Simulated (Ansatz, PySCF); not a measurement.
Complex: CH4O (SMILES CO) (first 6 atoms) with CH2F2 (SMILES FCF); geometry from B3LYP-D3(BJ)/def2-TZVP, rigid monomers moved along the line of their centres of mass till O2···H11 is 3.19 Å.
(charge 0, multiplicity 1):
| atom | x (Å) | y (Å) | z (Å) |
|---|---|---|---|
| C | 0.3873 | -0.5809 | 0.4249 |
| O | 0.2626 | 0.7548 | 0.9094 |
| H | -0.2698 | -0.7641 | -0.4311 |
| H | 0.0922 | -1.2381 | 1.2403 |
| H | 1.4182 | -0.8170 | 0.1429 |
| H | 0.5396 | 1.3643 | 0.2184 |
| F | 0.0444 | -1.1569 | 4.7785 |
| C | 0.3053 | 0.1616 | 5.0408 |
| F | 1.4461 | 0.2275 | 5.7881 |
| H | -0.5197 | 0.5604 | 5.6335 |
| H | 0.4635 | 0.6758 | 4.0941 |

Monomers are frozen at their geometry in the pair; levels with a basis set take the counterpoise correction.

Cores are frozen in the correlated methods.

Codes used: Ansatz (Gaussian basis) for Hartree–Fock, density functionals and correlated methods; PySCF for the dispersion terms. Values without a source in brackets are computed.

PBE/def2-TZVPPD gives -1.44 kcal/mol for the interaction energy.

Predict the shift from PBE, with its sign, for: PBE-D3(BJ)/def2-TZVPPD, r2SCAN/def2-TZVPPD, B3LYP/def2-TZVPPD, wB97M-V/def2-TZVPPD, MP2/aug-cc-pVDZ, CCSD(T)/aug-cc-pVDZ.

PBE-D3(BJ)/def2-TZVPPD -0.33; r2SCAN/def2-TZVPPD 0.05; B3LYP/def2-TZVPPD 0.20; wB97M-V/def2-TZVPPD -0.28; MP2/aug-cc-pVDZ -0.26; CCSD(T)/aug-cc-pVDZ -0.26 kcal/mol. 2 of 6 lie above PBE; the widest gap is to PBE-D3(BJ)/def2-TZVPPD.

Ansatz is a program for electronic structure.
